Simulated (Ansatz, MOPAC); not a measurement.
The molecule Mg$_{2}$-, multiplicity 2 (lowest of 2S+1 = 2, 4 at CCSD(T)/def2-TZVPP on PBE0 minima; our sources give no spin for the ground state, which may be another).

Seven points along R, fitted to fifth degree in 1/R; most abundant isotopes. In def2 and cc sets the state is the lowest found near the PBE0 minimum, followed along R.

The values were computed with Ansatz (Gaussian basis) for Hartree–Fock, density functionals and correlated methods; MOPAC for AM1 (differences of heats of formation). Values without a source in brackets are computed.

| level | r_e (Å) | ω_e (cm⁻¹) | α_e (cm⁻¹) | B_e (cm⁻¹) |
|---|---|---|---|---|
| AM1 | 3.300 | 278 | 0.00069 | 0.129 |
| SVWN5/def2-TZVPP | 3.044 | 172 | 0.0019 | 0.152 |
| PBE/def2-TZVPP | 3.116 | 161 | 0.0019 | 0.145 |
| r2SCAN/def2-TZVPP | 3.101 | 168 | 0.0018 | 0.146 |
| B97M-V/def2-TZVPP | 3.093 | 162 | 0.0022 | 0.147 |
| B3LYP/def2-TZVPP | 3.181 | 137 | 0.0025 | 0.139 |
| PBE0/def2-TZVPP | 3.125 | 161 | 0.0018 | 0.144 |
| wB97M-V/def2-TZVPP | 3.225 | 138 | 0.0018 | 0.135 |
| CCSD/def2-TZVPP | 3.178 | 145 | 0.0020 | 0.139 |
| CCSD/def2-QZVPP | 3.222 | 137 | 0.0023 | 0.135 |
| CCSD(T)/def2-TZVPP | 3.134 | 155 | 0.0020 | 0.143 |
| CCSD(T)/def2-QZVPP | 3.164 | 151 | 0.0021 | 0.140 |

Correlated levels freeze the inner cores; with def2 sets outer-core shells near the valence are correlated too. The state that AM1 reach isn't checked.

Ansatz is a program for electronic structure.
